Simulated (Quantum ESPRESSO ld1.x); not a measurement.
Values are calculated unless marked as measured or tabulated.
The table gives one normalised radial function P(r) = r R(r) of Tm in [Xe] 4f13 6s1 7s1 (r in bohr). Code: ld1.x of Quantum ESPRESSO 7.5. Model: scalar-relativistic Kohn-Sham, LDA (Slater exchange, Perdew-Wang correlation), spin-polarised, spherical densities, point nucleus; open shells are filled with parallel spins first (spin-orbit coupling, left out, can overturn this in heavy ions).

r	P
0.001439	0.0210
0.001705	0.0238
0.002021	0.0268
0.002396	0.0302
0.00284	0.0337
0.003366	0.0374
0.003989	0.0411
0.004729	0.0446
0.005605	0.0479
0.006644	0.0504
0.007875	0.0520
0.009334	0.0520
0.01095	0.0502
0.01298	0.0457
0.01539	0.0380
0.01824	0.0267
0.02162	0.0115
0.02563	-0.0072
0.03038	-0.0284
0.036	-0.0500
0.04268	-0.0687
0.05058	-0.0805
0.05996	-0.0807
0.07107	-0.0654
0.08424	-0.0333
0.09985	0.0125
0.1183	0.0630
0.1403	0.1039
0.1663	0.1185
0.1971	0.0942
0.2336	0.0302
0.2769	-0.0573
0.3282	-0.1368
0.389	-0.1723
0.4611	-0.1396
0.5466	-0.0410
0.6478	0.0933
0.7679	0.2159
0.9102	0.2808
1.079	0.2597
1.279	0.1504
1.516	-0.0243
1.797	-0.2257
2.13	-0.4112
2.499	-0.5382
2.962	-0.6006
3.511	-0.5820
4.162	-0.4952
4.933	-0.3703
5.847	-0.2434
6.93	-0.1402
8.214	-0.0696
9.737	-0.0289
11.54	-0.0096
13.68	-0.0025
16.21	-0.0005
19.22	-0.0001
22.78	0.0000
27	0.0000
32.01	0.0000

Which n and l does it have? It may be an empty orbital.

Answer. n = 6, l = 0: the number of nodes gives n - l - 1 = 5, the rise at small r (about r^(l+1), flatter next to the nucleus through relativity) gives l, and the extent must fit the shell. The curve is that of 6s up; the table hardly tells the two spins apart. 6s up: eigenvalue -6.695 eV, 5 radial nodes at r = 0.0241, 0.0956, 0.248, 0.577, 1.48 bohr, <r> = 3.61 bohr, 90 % of the charge inside 5.30 bohr.
